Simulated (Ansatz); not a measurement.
`[OH][Nb]([OH])([OH])([OH])[Cl]` + `[F][GaH][Cl]` → `[OH][Nb]([OH])([OH])([OH])[F]` + `[Cl][GaH][Cl]`  (redistribution)

Program: Ansatz. Geometries: PBE0-D4/def2-TZVP. ΔE: electronic, gas phase. CCSD(T)/CBS adds triple-zeta CCSD(T) − MP2 to the extrapolated MP2 energy (def2 sets, frozen cores). DFT in def2-TZVPP. B3LYP here is the variant with VWN-RPA as its local correlation; programs differ in this. HSE06 is defined as in plane-wave codes. Elements past krypton have def2 core potentials. For Ga, Nb outer-core shells are correlated without core-valence functions, which leaves a few kJ/mol of doubt a bond. Scalar relativity is left out up to krypton. One conformer a species, not always the lowest.

| level | ΔE (kJ/mol) | difference from CCSD(T)/CBS |
| --- | --- | --- |
| LDA (SPW92) | -36.9 | 0.0 |
| PBE-D4 | -36.8 | 0.1 |
| revPBE-D4 | -35.4 | 1.5 |
| BLYP-D4 | -36.8 | 0.1 |
| r2SCAN-D4 | -39.9 | -3.0 |
| PBE0-D4 | -40.5 | -3.6 |
| B3LYP-D4 | -40.4 | -3.5 |
| r2SCANh-D4 | -41.0 | -4.1 |
| r2SCAN0-D4 | -42.6 | -5.7 |
| BHLYP-D4 | -45.8 | -8.9 |
| CAM-B3LYP-D4 | -44.4 | -7.5 |
| ωB97X-V | -44.3 | -7.4 |
| ωB97M-V | -43.3 | -6.4 |
| B2PLYP | -36.9 | 0.0 |
| PBE | -38.0 | -1.1 |
| revPBE | -38.6 | -1.7 |
| BLYP | -39.5 | -2.6 |
| r2SCAN | -40.3 | -3.4 |
| PBE0 | -41.7 | -4.8 |
| B3LYP | -42.3 | -5.4 |
| r2SCANh | -41.4 | -4.5 |
| r2SCAN0 | -43.1 | -6.2 |
| HSE06 | -41.3 | -4.4 |
| BHLYP | -47.1 | -10.2 |
| CAM-B3LYP | -45.6 | -8.7 |
| RPA@PBE/def2-TZVPP | -36.3 | 0.6 |
| HF/def2-SVP | -57.6 | -20.7 |
| MP2/def2-SVP | -38.6 | -1.7 |
| CCSD/def2-SVP | -48.2 | -11.3 |
| CCSD(T)/def2-SVP | -43.9 | -7.0 |
| HF/def2-TZVPP | -56.1 | -19.2 |
| MP2/def2-TZVPP | -29.5 | 7.4 |
| SCS-MP2/def2-TZVPP | -33.5 | 3.4 |
| CCSD/def2-TZVPP | -42.8 | -5.9 |
| CCSD(T)/def2-TZVPP | -37.1 | -0.2 |
| MP2/def2-QZVPP | -28.7 | 8.2 |
| SCS-MP2/def2-QZVPP | -32.6 | 4.3 |
| HF/CBS(def2) | -53.6 | -16.7 |
| MP2/CBS(def2) | -29.3 | 7.6 |
| CCSD/CBS(def2) | -42.6 | -5.7 |
| CCSD(T)/CBS | -36.9 | 0 |

Largest T1 diagnostic among the species: 0.021, so the coupled-cluster value is less sure than usual.

From PBE to PBE0 (25 % exact exchange), in def2-TZVPP and without D4, ΔE moves by −3.7 kJ/mol. Leaving LDA and LC-ωPBE aside and taking each functional with its dispersion term where it has one, the values spread over 10.5 kJ/mol, from BHLYP-D4 to revPBE-D4. At CCSD(T), def2-SVP lies −7.0 kJ/mol from the extrapolated value and def2-TZVPP −0.2 kJ/mol.

CCSD(T)/CBS has its own doubt, a few kJ/mol and more with outer-core shells, so smaller differences from it don't rank the levels.
